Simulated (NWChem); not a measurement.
System: CrO2BrF; SMILES [O]=[Cr](=[O])([Br])[F]

Input file for NWChem:

```
start job
memory heap 200 mb stack 900 mb global 1100 mb
geometry units angstroms noautoz
  Cr     0.052963    -0.745424     0.000000
  O      0.823436    -1.192793    -1.238195
  O      0.823436    -1.192793     1.238195
  F     -1.496347    -1.410372     0.000000
  Br    -0.026416     1.518309     0.000000
end
basis spherical
  Cr library 6-31g*
  O library 6-31g*
  F library 6-31g*
  Br library 6-31g*
end
dft
  xc mn15
  grid xfine
  iterations 150
  mulliken
end
task dft gradient
```

NWChem printed, in part:

```
             Northwest Computational Chemistry Package (NWChem) 7.3.0
             --------------------------------------------------------

 CS  symmetry detected

                             Geometry "geometry" -> ""
                             -------------------------

 Output coordinates in angstroms (scale by  1.889725989 to convert to a.u.)

  No.       Tag          Charge          X              Y              Z
 ---- ---------------- ---------- -------------- -------------- --------------
    1 Cr                  24.0000     0.06446227    -0.78586252     0.00000000
    2 O                    8.0000     0.84175388    -1.22127661    -1.23819500
    3 O                    8.0000     0.84175388    -1.22127661     1.23819500
    4 F                    9.0000    -1.47439139    -1.47466346     0.00000000
    5 Br                  35.0000    -0.04987526     1.47637421     0.00000000

 Effective nuclear repulsion energy (a.u.)     586.2897304082

      Symmetry information
      --------------------

 Group name             Cs
 Group number              2
 Group order               2
 No. of unique centers     4

                                 NWChem DFT Module
                                 -----------------

 Summary of "ao basis" -> "ao basis" (spherical)
 ------------------------------------------------------------------------------
       Tag                 Description            Shells   Functions and Types
 ---------------- ------------------------------  ------  ---------------------
 Cr                          6-31g*                 12       34   5s4p2d1f
 O                           6-31g*                  6       14   3s2p1d
 F                           6-31g*                  6       14   3s2p1d
 Br                          6-31g*                 12       32   5s4p3d

      Symmetry analysis of basis
      --------------------------

        a'         69
        a"         39

            General Information
            -------------------
          SCF calculation type: DFT
          Wavefunction type:  closed shell.
          No. of atoms     :     5
          No. of electrons :    84
           Alpha electrons :    42
            Beta electrons :    42
          Charge           :     0
          Spin multiplicity:     1
          Use of symmetry is: on ; symmetry adaption is: on
          Maximum number of iterations: 150
          AO basis - number of functions:   108
                     number of shells:    42
          Convergence on energy requested:  1.00D-06
          Convergence on density requested:  1.00D-05
          Convergence on gradient requested:  5.00D-04

              XC Information
              --------------
                         MN15 Method XC Functional
                     Hartree-Fock (Exact) Exchange  0.440
                          MN15 Exchange Functional  1.000
                        MN15 Correlation Potential  1.000

             Grid Information
             ----------------
          Grid used for XC integration:  xfine
          Radial quadrature: Mura-Knowles
          Angular quadrature: Lebedev.
          Tag              B.-S. Rad. Rad. Pts. Rad. Cut. Ang. Pts.
          ---              ---------- --------- --------- ---------
          Cr                  1.40      160          10.0      1454
          O                   0.60      100          10.0      1454
          F                   0.50      100          10.0      1454
          Br                  1.15      160          11.0      1454
          Grid pruning is: on
          Number of quadrature shells:   520
          Spatial weights used:  Erf1

      Superposition of Atomic Density Guess
      -------------------------------------

 Sum of atomic energies:       -3864.04037329

      Non-variational initial energy
      ------------------------------

 Total energy =   -3863.940598
 1-e energy   =   -6530.081919
 2-e energy   =    2079.851591
 HOMO         =      -0.414706
 LUMO         =      -0.037364

      Symmetry analysis of molecular orbitals - initial
      -------------------------------------------------

  Numbering of irreducible representations:

     1 a'          2 a"

  Orbital symmetries:

     1 a'          2 a'          3 a'          4 a'          5 a"
     6 a'          7 a'          8 a'          9 a"         10 a'
    11 a'         12 a'         13 a"         14 a'         15 a'
    16 a"         17 a'         18 a'         19 a'         20 a"
    21 a'         22 a"         23 a'         24 a"         25 a'
    26 a'         27 a'         28 a'         29 a"         30 a'
    31 a'         32 a"         33 a'         34 a'         35 a"
    36 a'         37 a"         38 a'         39 a"         40 a'
    41 a'         42 a"         43 a'         44 a"         45 a'
    46 a'         47 a'         48 a"         49 a"         50 a'
    51 a'         52 a'

     ---------------------------------------------
      Total Density - Mulliken Population Analysis
     ---------------------------------------------

[...]

                         DFT ENERGY GRADIENTS

    atom               coordinates                        gradient
                 x          y          z           x          y          z
   1 Cr      0.121816  -1.485065   0.000000    0.002695  -0.002561   0.000000
   2 O       1.590684  -2.307878  -2.339849    0.000309  -0.000035  -0.000298
   3 O       1.590684  -2.307878   2.339849    0.000309  -0.000035   0.000298
   4 F      -2.786196  -2.786710   0.000000   -0.003185  -0.001386   0.000000
   5 Br     -0.094251   2.789943   0.000000   -0.000128   0.004017   0.000000
```

Level: MN15/6-31G* (spherical d). The geometry was optimised at PBE0/def2-SVP.
